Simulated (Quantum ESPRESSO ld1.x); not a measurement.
Ge4+, 28 electrons, occupied as [Ne] 3p6 3d10 4d2 (not the ground configuration).

Method: scalar-relativistic Kohn-Sham, LDA (Slater exchange, VWN5 correlation), spin-polarised, spherical densities, point nucleus; open shells are filled with parallel spins first; computed with ld1.x of Quantum ESPRESSO 7.5.

Energy parts (eV):
part                      energy
total                  -56521.45
kinetic                 57521.60
electron-nucleus      -134198.71
Hartree                 22153.83
exchange-correlation    -1998.17

Orbitals (lengths in bohr, moments of r in powers of bohr):
\begin{tabular}{lrrrr}
orbital & occ. & eigenvalue (eV) & <r^4> & <1/r> \\ \hline
1s up & 1 & -11035.959 & 0.00002284 & 32.34 \\
1s down & 1 & -11035.958 & 0.00002284 & 32.34 \\
2s up & 1 & -1456.155 & 0.004707 & 7.100 \\
2s down & 1 & -1455.969 & 0.004706 & 7.101 \\
2p up & 3 & -1285.481 & 0.003437 & 6.970 \\
2p down & 3 & -1285.337 & 0.003436 & 6.971 \\
3p up & 3 & -195.744 & 0.3615 & 2.186 \\
3p down & 3 & -195.544 & 0.3593 & 2.186 \\
3d up & 5 & -108.094 & 0.6068 & 1.913 \\
3d down & 5 & -107.797 & 0.5900 & 1.916 \\
4d up & 2 & -33.495 & 53.55 & 0.5746 \\
4d down & 0 & -30.935 & 59.09 & 0.5686 \\
\end{tabular}

The highest occupied level is 4d up at -33.495 eV. Spin moment in Bohr magnetons: 2.
